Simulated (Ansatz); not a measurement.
Ansatz (a program for electronic structure) input (B3LYP-D3(BJ)/def2-TZVP):

Ansatz 0.2 input:
```yaml
crystal:
  periodic: [false, false, false]
  atoms:
    - {symbol: Mg, position_ang: [0.00000000, 0.00000000, 0.00000000]}
    - {symbol: Cl, position_ang: [-0.00000000, -0.00000000, -2.17569806]}
    - {symbol: Cl, position_ang: [0.00000000, 0.00000000, 2.17569806]}
basis:
  gaussian:
    orbitals: def2-TZVP
hamiltonian:
  xc: b3lyp
  dispersion: d3bj
phonons: {temperatures: {t_min: 298.15, t_max: 298.15, t_step: 100}}
```

Output:

```
Functional definition: B3LYP
integrals: 0.04 GiB planned
814 factors; their error is unknown
mean field: 0.32 GiB planned
mean field evaluation 1: about -30494.1112 eV, gradient 2.6e1 eV
mean field evaluation 2: about -30492.7112 eV, gradient 3.8e1 eV
mean field evaluation 4: about -30496.0062 eV, gradient 8.5e-1 eV
mean field evaluation 8: about -30496.0863 eV, gradient 6.9e-3 eV
mean field -30496.08633308 eV, -1120.7105017509 hartree, gradient 2.5e-5 eV, S^2 0.000000; 0 other end points of the search recorded, 0 dependent functions left out
the calculation of the forces begins
reference -30496.08655602 eV, -1120.7105099440 hartree; 23, 23 occupied and 83, 83 virtual orbitals, 814 factors
these checks for a lower state are left out or cut short: stability, starts, cluster_reference, orbital_swaps, neighbouring_geometries, increment
integrals: 0.04 GiB planned
814 factors; their error is unknown
mean field: 0.32 GiB planned
mean field evaluation 16: about -30496.0863 eV, gradient 8.7e-6 eV
mean field -30496.08633059 eV, -1120.7105016594 hartree, gradient 1.3e-6 eV, S^2 0.000000; 0 other end points of the search recorded, 0 dependent functions left out
the calculation of the forces begins
reference -30496.08655353 eV, -1120.7105098525 hartree; 23, 23 occupied and 83, 83 virtual orbitals, 814 factors
these checks for a lower state are left out or cut short: stability, starts, cluster_reference, orbital_swaps, neighbouring_geometries, increment
integrals: 0.04 GiB planned
814 factors; their error is unknown
mean field: 0.32 GiB planned
mean field -30496.08633059 eV, -1120.7105016594 hartree, gradient 1.3e-6 eV, S^2 0.000000; 0 other end points of the search recorded, 0 dependent functions left out
the calculation of the forces begins
reference -30496.08655353 eV, -1120.7105098525 hartree; 23, 23 occupied and 83, 83 virtual orbitals, 814 factors
these checks for a lower state are left out or cut short: stability, starts, cluster_reference, orbital_swaps, neighbouring_geometries, increment
integrals: 0.04 GiB planned
814 factors; their error is unknown
mean field: 0.32 GiB planned
mean field evaluation 32: about -30496.0863 eV, gradient 1.3e-6 eV
mean field -30496.08633059 eV, -1120.7105016594 hartree, gradient 1.3e-6 eV, S^2 0.000000; 0 other end points of the search recorded, 0 dependent functions left out
the calculation of the forces begins
reference -30496.08655353 eV, -1120.7105098525 hartree; 23, 23 occupied and 83, 83 virtual orbitals, 814 factors
these checks for a lower state are left out or cut short: stability, starts, cluster_reference, orbital_swaps, neighbouring_geometries, increment
integrals: 0.04 GiB planned
814 factors; their error is unknown
mean field: 0.32 GiB planned
mean field -30496.08633059 eV, -1120.7105016594 hartree, gradient 1.3e-6 eV, S^2 0.000000; 0 other end points of the search recorded, 0 dependent functions left out
the calculation of the forces begins
reference -30496.08655353 eV, -1120.7105098525 hartree; 23, 23 occupied and 83, 83 virtual orbitals, 814 factors
these checks for a lower state are left out or cut short: stability, starts, cluster_reference, orbital_swaps, neighbouring_geometries, increment
integrals: 0.04 GiB planned
814 factors; their error is unknown
mean field: 0.32 GiB planned
mean field -30496.08625487 eV, -1120.7104988768 hartree, gradient 2.8e-6 eV, S^2 0.000000; 0 other end points of the search recorded, 0 dependent functions left out
the calculation of the forces begins
reference -30496.08647782 eV, -1120.7105070699 hartree; 23, 23 occupied and 83, 83 virtual orbitals, 814 factors
these checks for a lower state are left out or cut short: stability, starts, cluster_reference, orbital_swaps, neighbouring_geometries, increment
integrals: 0.04 GiB planned
814 factors; their error is unknown
mean field: 0.32 GiB planned
mean field -30496.08625487 eV, -1120.7104988768 hartree, gradient 2.8e-6 eV, S^2 0.000000; 0 other end points of the search recorded, 0 dependent functions left out
the calculation of the forces begins
reference -30496.08647782 eV, -1120.7105070699 hartree; 23, 23 occupied and 83, 83 virtual orbitals, 814 factors
these checks for a lower state are left out or cut short: stability, starts, cluster_reference, orbital_swaps, neighbouring_geometries, increment
integrals: 0.04 GiB planned
814 factors; their error is unknown
mean field: 0.32 GiB planned
mean field -30496.08633247 eV, -1120.7105017285 hartree, gradient 5.5e-7 eV, S^2 0.000000; 0 other end points of the search recorded, 0 dependent functions left out
the calculation of the forces begins
reference -30496.08655541 eV, -1120.7105099216 hartree; 23, 23 occupied and 83, 83 virtual orbitals, 814 factors
these checks for a lower state are left out or cut short: stability, starts, cluster_reference, orbital_swaps, neighbouring_geometries, increment
integrals: 0.04 GiB planned
814 factors; their error is unknown
mean field: 0.32 GiB planned
mean field evaluation 64: about -30496.0863 eV, gradient 3.8e-2 eV
mean field -30496.08633247 eV, -1120.7105017285 hartree, gradient 5.5e-7 eV, S^2 0.000000; 0 other end points of the search recorded, 0 dependent functions left out
the calculation of the forces begins
reference -30496.08655541 eV, -1120.7105099216 hartree; 23, 23 occupied and 83, 83 virtual orbitals, 814 factors
these checks for a lower state are left out or cut short: stability, starts, cluster_reference, orbital_swaps, neighbouring_geometries, increment
integrals: 0.04 GiB planned
814 factors; their error is unknown
mean field: 0.32 GiB planned
mean field -30496.08633247 eV, -1120.7105017285 hartree, gradient 5.5e-7 eV, S^2 0.000000; 0 other end points of the search recorded, 0 dependent functions left out
the calculation of the forces begins
reference -30496.08655541 eV, -1120.7105099216 hartree; 23, 23 occupied and 83, 83 virtual orbitals, 814 factors
these checks for a lower state are left out or cut short: stability, starts, cluster_reference, orbital_swaps, neighbouring_geometries, increment
integrals: 0.04 GiB planned
814 factors; their error is unknown
mean field: 0.32 GiB planned
mean field -30496.08633247 eV, -1120.7105017285 hartree, gradient 5.5e-7 eV, S^2 0.000000; 0 other end points of the search recorded, 0 dependent functions left out
the calculation of the forces begins
reference -30496.08655541 eV, -1120.7105099216 hartree; 23, 23 occupied and 83, 83 virtual orbitals, 814 factors
these checks for a lower state are left out or cut short: stability, starts, cluster_reference, orbital_swaps, neighbouring_geometries, increment
integrals: 0.04 GiB planned
814 factors; their error is unknown
mean field: 0.32 GiB planned
mean field -30496.08624578 eV, -1120.7104985428 hartree, gradient 2.0e-6 eV, S^2 0.000000; 0 other end points of the search recorded, 0 dependent functions left out
the calculation of the forces begins
reference -30496.08646870 eV, -1120.7105067348 hartree; 23, 23 occupied and 83, 83 virtual orbitals, 814 factors
these checks for a lower state are left out or cut short: stability, starts, cluster_reference, orbital_swaps, neighbouring_geometries, increment
integrals: 0.04 GiB planned
814 factors; their error is unknown
mean field: 0.33 GiB planned
mean field evaluation 96: about -30496.0863 eV, gradient 8.8e-7 eV
mean field -30496.08633992 eV, -1120.7105020023 hartree, gradient 8.8e-7 eV, S^2 0.000000; 0 other end points of the search recorded, 0 dependent functions left out
the calculation of the forces begins
reference -30496.08656290 eV, -1120.7105101965 hartree; 23, 23 occupied and 83, 83 virtual orbitals, 814 factors
Total energy: -30496.20976513 eV, -1120.7150377951 hartree
Atom 0 at     0.000000     0.000000     0.000000 Å, force    -0.000000     0.000000     0.000000 eV/Å
Atom 1 at    -0.000000    -0.000000    -2.175698 Å, force     0.000000    -0.000000     0.000242 eV/Å
Atom 2 at     0.000000     0.000000     2.175698 Å, force     0.000000    -0.000000    -0.000242 eV/Å
Dipole moment:     0.000000    -0.000000    -0.000000 e Å
Vibrations: 109.55 109.55 318.21 613.33 cm⁻¹, zero-point energy 0.071330 eV
```
